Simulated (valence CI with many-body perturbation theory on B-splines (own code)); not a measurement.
Ga¹⁸⁺: electric-dipole lines

Level of theory: relativistic CI+MBPT: three valence electrons over a frozen Dirac-Fock core [Ne], radial functions for each j: 11 s, 11 p, 9 d, 7 f, 5 g, 2 h, 1 i, with the one-electron correlation potential Σ1, the two-electron term Σ2, the three-electron term Σ3, Breit, model QED; selected CI, second order for the rest (own B-spline code, finite nucleus).

No measured levels were compared; by estimate levels of excited configurations hold to 0.05 to 0.15 % of their energy, terms of the ground configuration to about 0.5 %.

Lines 101 to 150 of 267 in falling wavelength, among levels below 190.07 eV, chosen from the strongest by gf and those to the six lowest levels. Wavelengths and rates use the calculated energies, so an error of 400 cm⁻¹ moves a line at 20.78 nm by 0.083 % and its rate by three times that or more. Electric multipoles are in the length gauge, E1 and E2 with the static RPA response of the core. Weak lines are less certain than strong ones. Lines between different terms over intervals too small for the method are left out, as are lines whose strength nearly cancels. The highest levels of a list are the least certain.

Names give the largest LS component (configuration and term), which can be under half, so a name can repeat, a term be missing and a line seem to break the LS rules; names also repeat where a configuration has a term twice. Letters in brackets count levels of one name in rising energy.

```
λ vac (nm)                 Upper                 Lower   A (s⁻¹)  S (a.u.) with core polarisation  S without
     20.78         3p2 3d 2D_3/2  3s 3p 3d 2D°_5/2 [a]  8.13e+09                         1.44e-01   1.48e-01
     20.68     3p2 3d 2F_5/2 [b]  3s 3p 3d 2F°_5/2 [a]  1.35e+10                         3.53e-01   3.65e-01
     20.62         3p2 3d 4D_3/2      3s 3p 3d 4F°_5/2  9.72e+09                         1.68e-01   1.74e-01
     20.60           3p3 2D°_3/2         3s 3p2 4P_1/2  2.10e+09                         3.61e-02   3.73e-02
     20.59     3p2 3d 2P_3/2 [b]  3s 3p 3d 2F°_5/2 [a]  6.62e+09                         1.14e-01   1.18e-01
     20.58         3p2 3d 4D_5/2      3s 3p 3d 4F°_5/2  8.27e+09                         2.13e-01   2.20e-01
     20.54           3p3 2P°_3/2         3s 3p2 2D_3/2  1.49e+09                         2.55e-02   2.63e-02
     20.49         3p2 3d 4P_1/2      3s 3p 3d 4D°_1/2  1.06e+10                         8.97e-02   9.27e-02
     20.45           3p3 4S°_3/2         3s 3p2 4P_3/2  1.63e+10                         2.75e-01   2.84e-01
     20.32         3p2 3d 2G_9/2      3s 3p 3d 4F°_9/2  4.35e+09                         1.80e-01   1.86e-01
     20.24         3p2 3d 4D_7/2      3s 3p 3d 4F°_7/2  5.32e+09                         1.74e-01   1.80e-01
     20.20         3p2 3d 4D_3/2      3s 3p 3d 4F°_3/2  5.07e+09                         8.26e-02   8.53e-02
     20.07     3p2 3d 4P_3/2 [b]      3s 3p 3d 4D°_3/2  3.71e+09                         5.92e-02   6.12e-02
     20.04  3s 3p 3d 2D°_3/2 [b]         3s2 3d 2D_5/2  1.95e+10                         3.10e-01   3.20e-01
     19.95  3s 3p 3d 2P°_1/2 [b]         3s2 3d 2D_3/2  4.03e+10                         3.16e-01   3.26e-01
     19.94         3s 3p2 2S_1/2        3s2 3p 2P°_1/2  3.89e+10                         3.04e-01   3.14e-01
     19.91         3s 3p2 2P_1/2        3s2 3p 2P°_3/2  3.45e+10                         2.69e-01   2.78e-01
     19.83  3s 3p 3d 2D°_5/2 [b]         3s2 3d 2D_5/2  3.08e+10                         7.11e-01   7.35e-01
     19.80  3s 3p 3d 2P°_3/2 [b]         3s2 3d 2D_5/2  2.30e+10                         3.52e-01   3.64e-01
     19.80  3s 3p 3d 2D°_3/2 [b]         3s2 3d 2D_3/2  1.07e+10                         1.64e-01   1.69e-01
     19.72      3s 3p 3d 4P°_5/2         3s 3p2 2D_5/2  2.42e+09                         5.49e-02   5.67e-02
     19.66     3p2 3d 2F_5/2 [b]  3s 3p 3d 2D°_3/2 [a]  1.35e+10                         3.03e-01   3.12e-01
     19.58           3p3 4S°_3/2         3s 3p2 4P_1/2  8.51e+09                         1.26e-01   1.30e-01
     19.57     3p2 3d 2P_3/2 [b]  3s 3p 3d 2D°_3/2 [a]  7.54e+09                         1.12e-01   1.15e-01
     19.57  3s 3p 3d 2P°_3/2 [b]         3s2 3d 2D_3/2  2.31e+10                         3.42e-01   3.53e-01
     19.47         3s 3p2 2P_3/2        3s2 3p 2P°_3/2  4.98e+10                         7.26e-01   7.50e-01
     19.35      3s 3p 3d 4P°_5/2         3s 3p2 2D_3/2  1.47e+08                         3.15e-03   3.26e-03
     19.20     3p2 3d 2F_7/2 [a]           3p3 2D°_5/2  4.95e+09                         1.38e-01   1.43e-01
     19.20      3s 3p 3d 4D°_3/2         3s 3p2 2D_3/2  1.67e+09                         2.33e-02   2.41e-02
     19.17      3s 3p 3d 4F°_3/2         3s 3p2 4P_5/2  2.67e+06                         3.71e-05   3.80e-05
     19.13      3s 3p 3d 4D°_1/2         3s 3p2 2D_3/2  2.33e+06                         1.61e-05   1.71e-05
     19.03     3p2 3d 2F_7/2 [b]  3s 3p 3d 2D°_5/2 [a]  1.55e+10                         4.21e-01   4.35e-01
     19.03     3p2 3d 2D_5/2 [b]  3s 3p 3d 2D°_5/2 [a]  5.10e+09                         1.04e-01   1.07e-01
     18.81      3s 3p 3d 4F°_5/2         3s 3p2 4P_5/2  4.66e+08                         9.20e-03   9.47e-03
     18.79     3p2 3d 2D_5/2 [a]           3p3 2P°_3/2  9.95e+09                         1.96e-01   2.02e-01
     18.73     3p2 3d 2P_3/2 [a]           3p3 2D°_5/2  1.54e+10                         2.00e-01   2.06e-01
     18.65  3s 3p 3d 2P°_3/2 [a]         3s 3p2 2P_3/2  1.08e+10                         1.39e-01   1.43e-01
     18.42      3s 3p 3d 4F°_3/2         3s 3p2 4P_3/2  4.78e+08                         5.91e-03   6.09e-03
     18.30      3s 3p 3d 4F°_7/2         3s 3p2 4P_5/2  1.41e+09                         3.42e-02   3.52e-02
     18.27     3p2 3d 4P_3/2 [b]           3p3 2P°_1/2  5.13e+09                         6.17e-02   6.37e-02
     18.22         3s 3p2 2P_1/2        3s2 3p 2P°_1/2  9.05e+09                         5.40e-02   5.58e-02
     18.19      3s 3p 3d 4D°_5/2         3s 3p2 2D_3/2  7.95e+08                         1.42e-02   1.46e-02
     18.17     3p2 3d 2P_3/2 [a]           3p3 2D°_3/2  4.81e+09                         5.69e-02   5.87e-02
     18.15      3s 3p 3d 4P°_1/2         3s 3p2 2D_3/2  1.69e+08                         9.96e-04   1.03e-03
     18.15      3s 3p 3d 4P°_3/2         3s 3p2 2D_3/2  8.54e+08                         1.01e-02   1.04e-02
     18.09      3s 3p 3d 4F°_5/2         3s 3p2 4P_3/2  6.64e+08                         1.17e-02   1.20e-02
     17.98           3p3 2P°_3/2         3s 3p2 4P_5/2  3.22e+08                         3.69e-03   3.82e-03
     17.94         3p2 3d 4D_3/2           3p3 2D°_5/2  4.31e+09                         4.91e-02   5.07e-02
     17.94  3s 3p 3d 2D°_5/2 [a]         3s 3p2 2D_5/2  3.16e+10                         5.40e-01   5.58e-01
     17.85         3s 3p2 2P_3/2        3s2 3p 2P°_1/2  1.34e+10                         1.51e-01   1.56e-01
```
